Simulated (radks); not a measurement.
Q: The vanadium ion V2+ is in [Ar] 3d3. All-electron calculation, scalar-relativistic Kohn-Sham, BLYP, spin-polarised, spherical densities, finite nucleus; Fermi nuclear charge, rms radius of each element as measured or else 0.836 A^(1/3) + 0.57 fm. Program: a radial shooting solver on a logarithmic mesh with Libxc functionals. Open shells are filled with parallel spins first. One electron is removed from 3d, 2p, 3s, 3p in turn, with full relaxation. Which removal costs least, and what does each cost?

A: 3d 29.785 eV; 3p 66.748 eV; 3s 93.076 eV; 2p 544.62 eV. The 3d electron leaves first.
